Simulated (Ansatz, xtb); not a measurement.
**Isomers of C4H6BF3 in order of energy**

3 gas-phase structures of C4H6BF3, from a drawn sample of its isomers (lower ones may exist). Each was relaxed with GFN2-xTB:

A. `B[C@@H]1C[C@@H]1C(F)(F)F`, a singlet
B. `BC1(C(F)(F)F)CC1`, a singlet
C. `B[C@@H]1C[C@H]1C(F)(F)F`, a singlet

**Question.** Make a reasoned guess at their ranking by r2SCAN-D4/def2-SVP single-point energy.

**Answer.** Calculated order at r2SCAN-D4/def2-SVP: B (0.0), C (6.3), A (13.6) kJ/mol.

Energies above the lowest of each column, in kJ/mol; the last columns are at PBE-D3(BJ)/def2-SVP geometries:

| structure | GFN2-xTB | HF/STO-3G | r2SCAN-D4/def2-SVP | PBE-D3(BJ)/def2-SVP | CCSD(T)/def2-SVP + ΔMP2/def2-TZVPP |
| --- | --- | --- | --- | --- | --- |
| B | 0.0 | 0.0 | 0.0 | 0.0 | 0.0 |
| C | 9.7 | 3.8 | 6.3 | 4.5 | 5.3 |
| A | 13.9 | 10.1 | 13.6 | 11.6 | 15.3 |

Every level run on B puts it lowest or level with the lowest. Flexible structures stand in one conformer each, not always the lowest. ΔMP2 is the change of the MP2 energy from the smaller to the larger basis.

Programs: Ansatz 0.2.0, xtb 6.7.1.
